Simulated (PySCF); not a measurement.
Positional isomers: norbornane formyl+boryl. Gas-phase values, no solvent. One relaxed conformer stands for each flexible species; it need not be the lowest. Strings in code marks are SMILES.

Calculation: PBE-D3(BJ)/def2-TZVP // PBE0-D4/def2-SVP run with PySCF. All candidates: neutral, multiplicity 1. Excitations are Tamm–Dancoff values on a coarser integration grid. The basis has no diffuse functions, so Rydberg states are missing or too high.

```json
{
  "T1 excitation (TDA)": "3.16 eV",
  "HOMO": "-5.77 eV",
  "LUMO": "-2.56 eV"
}
```

Task: Which member has these values?
A. `B[C@@H]1C[C@H]2C[C@@H]1C[C@@H]2C=O`
B. `B[C@@H]1C[C@H]2CC[C@@H]1[C@H]2C=O`
C. `B[C@]1(C=O)[C@H]2CC[C@@H]1CC2`
D. `B[C@@H]1[C@@H]2CC[C@H]1[C@@H](C=O)C2`

Result: D, `B[C@@H]1[C@@H]2CC[C@H]1[C@@H](C=O)C2`. The others give `B[C@@H]1C[C@H]2C[C@@H]1C[C@@H]2C=O`: 3.44 eV, -5.84 eV, -2.39 eV; `B[C@]1(C=O)[C@H]2CC[C@@H]1CC2`: 2.80 eV, -5.72 eV, -2.81 eV; `B[C@@H]1C[C@H]2CC[C@@H]1[C@H]2C=O`: 3.59 eV, -6.27 eV, -2.35 eV…
